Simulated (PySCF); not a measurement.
First SCF of a structure search on doublet WO₂(OH), at a hand-made T-shaped (ligand arrangement 1) (heavy-atom frame) geometry. PySCF input:

```python
from pyscf import gto, scf, dft
mol = gto.M(atom='''
W      0.000000     0.000000     0.000000
O      0.000000     0.000000     1.770000
O      1.768900     0.000000     0.061800
O     -1.998800     0.000000     0.069800
H     -2.615500     0.735400     0.091300''',
    basis={'W': 'def2-TZVP', 'O': 'def2-TZVP', 'H': 'def2-TZVP'},
    ecp={'W': 'def2-TZVP'},
    charge=0, spin=1)
mf = dft.UKS(mol, xc='PBE0')
mf.grids.atom_grid = (50, 194)
aux = {'W': 'def2-universal-JKFIT', 'O': 'def2-universal-JKFIT', 'H': 'def2-universal-JKFIT'}
mf = mf.density_fit(auxbasis=aux)
mf.conv_tol = 1e-08
mf.diis_space = 10
mf.max_cycle = 60
mf.init_guess = 'minao'
mf.verbose = 4
mf.kernel()
```

Excerpt of the output (cycles alone):

```
init E= -273.186456549298
cycle= 1 E= -292.277210659303  delta_E= -19.1  |g|=  1.5  |ddm|= 6.01
cycle= 2 E= -277.713646784472  delta_E= 14.6  |g|= 5.12  |ddm|= 4.34
cycle= 3 E= -292.926392021142  delta_E= -15.2  |g|= 0.866  |ddm|= 3.93
cycle= 4 E= -292.96163822412  delta_E= -0.0352  |g|= 0.869  |ddm|= 0.85
cycle= 5 E= -293.227735265559  delta_E= -0.266  |g|= 0.148  |ddm|= 0.35
cycle= 6 E= -293.221757624241  delta_E= 0.00598  |g|= 0.198  |ddm|= 0.129
cycle= 7 E= -293.236440104004  delta_E= -0.0147  |g|= 0.0496  |ddm|= 0.0899
cycle= 8 E= -293.237386909793  delta_E= -0.000947  |g|= 0.0118  |ddm|= 0.0223
cycle= 9 E= -293.237513300156  delta_E= -0.000126  |g|= 0.00447  |ddm|= 0.0123
cycle= 10 E= -293.237575583329  delta_E= -6.23e-05  |g|= 0.00257  |ddm|= 0.0108
cycle= 11 E= -293.237624431406  delta_E= -4.88e-05  |g|= 0.00173  |ddm|= 0.0152
cycle= 12 E= -293.237635494542  delta_E= -1.11e-05  |g|= 0.000725  |ddm|= 0.00925
cycle= 13 E= -293.237635985423  delta_E= -4.91e-07  |g|= 0.000191  |ddm|= 0.00139
cycle= 14 E= -293.237636074667  delta_E= -8.92e-08  |g|= 0.0001  |ddm|= 0.000487
cycle= 15 E= -293.237636101368  delta_E= -2.67e-08  |g|= 5.35e-05  |ddm|= 0.000264
cycle= 16 E= -293.237636109392  delta_E= -8.02e-09  |g|= 2.76e-05  |ddm|= 0.000146
Extra cycle  E= -293.237636110099  delta_E= -7.07e-10  |g|= 5.37e-05  |ddm|= 6.23e-05
converged SCF energy = -293.237636110099  <S^2> = 0.79191822  2S+1 = 2.0414879
```

No lower solution of this spin was found from smeared starts or by a stability analysis within the unrestricted form.

Other spin states or occupations of the open shell can lie lower. Spin–orbit coupling, left out here, can matter for elements this heavy.

The search for the lowest solution, 3 starts and the stability check together, took 18 s on 4 threads of a shared Arm Neoverse V2 host, with 139 basis functions; the process peaked at 0.66 GiB. Launch command: `OMP_NUM_THREADS=4 python axn.py task.json out`.
